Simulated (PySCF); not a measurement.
## NMR parameters of CdMe2

CdMe2, C2H6Cd, point group D3.

Cartesian coordinates in Å; atom numbers follow the order of the lines, from 1:
```xyz
9

Cd    0.0054    0.0042    0.0000
C    -0.0040   -0.0133    2.1148
H    -0.4407    0.9147    2.5159
H     1.0174   -0.1079    2.5154
H    -0.5970   -0.8589    2.4973
C     0.0055    0.0145   -2.1148
H    -1.0235    0.0166   -2.5073
H     0.5174   -0.8753   -2.5135
H     0.5194    0.9056   -2.5079
```

GIAO calculations in PySCF 2.14 on the PBE0-D3(BJ)/def2-SVP structure: isolated species, scalar relativity only through the core potential, equivalent atoms averaged; basis pcSseg-1 (def2-TZVP on Cd).

(1) Give the isotropic shieldings (ppm) with PBE0, wB97X-D.

(2) And the chemical shifts, against references computed in the same way?

(3) Which part of the shielding of C2/C6 depends on the functional?

## Answers

(1) 
```json
{"atoms": "C2/C6", "environment": "carbon bonded to Cd, 3 H", "PBE0": "194.9", "wB97X-D": "195.8"}
{"atoms": "H3/H4/H5/H7/H8/H9", "environment": "hydrogen on a carbon bonded to Cd", "PBE0": "31.56", "wB97X-D": "31.69"}
{"atoms": "HOMO–LUMO gap (eV)", "environment": "–", "PBE0": "6.90", "wB97X-D": "10.21"}
```

(2) 
| atoms | nucleus, reference | PBE0 | wB97X-D |
| --- | --- | --- | --- |
| C2/C6 | 13C, TMS | -10.5 | -11.3 |
| H3/H4/H5/H7/H8/H9 | 1H, TMS | -0.30 | -0.31 |

(3) Diamagnetic: PBE0 248, wB97X-D 248 ppm; paramagnetic: PBE0 -53, wB97X-D -52 ppm.

Cd is described by an effective core potential, so it has no shielding of its own here; spin–orbit effects on the atoms bonded to it, which can be large, are absent, and the values of these neighbours are rough.
